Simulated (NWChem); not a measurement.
BCl cation, doublet; SMILES of the neutral closed-shell parent ClB

```xyz
2

B      0.0000     0.0000    -1.2134
Cl     0.0000     0.0000     0.3903
```
Atoms are numbered in this order, from 1.

Program: NWChem. Spin-unrestricted. All runs use the structure optimised with PBE0/def2-SVP, spin-unrestricted. The spin multiplicity was typed, not searched, and may not be the lowest. No stability test was run on the SCF state. B3LYP is NWChem's, with the RPA form of VWN correlation. Vertical excitations in the gas phase; the lowest state need not have the same character in each row. Excited states of an open shell can be spin-contaminated.

```tsv
level	lowest excitation (eV)	oscillator strength of that lowest state	lowest state with f > 0.02 (eV)	oscillator strength of that bright state	lowest empty minus highest occupied level, either spin (eV)
PBE/aug-cc-pVDZ, TDA	4.40	0.000	5.18	0.037	3.22
B3LYP/aug-cc-pVDZ, TDA	___	0.000	___	0.038	___
PBE0/aug-cc-pVDZ, TDA	4.75	0.006	5.42	0.032	5.86
LDA (Slater exchange, VWN5)/aug-cc-pVDZ, TDA	4.22	0.000	4.98	0.037	2.66
```

Problem. What belongs in the gaps?

Solution. 
- B3LYP/aug-cc-pVDZ, TDA, lowest excitation (eV): 4.50
- B3LYP/aug-cc-pVDZ, TDA, lowest state with f > 0.02 (eV): 5.23
- B3LYP/aug-cc-pVDZ, TDA, lowest empty minus highest occupied level, either spin (eV): 4.99
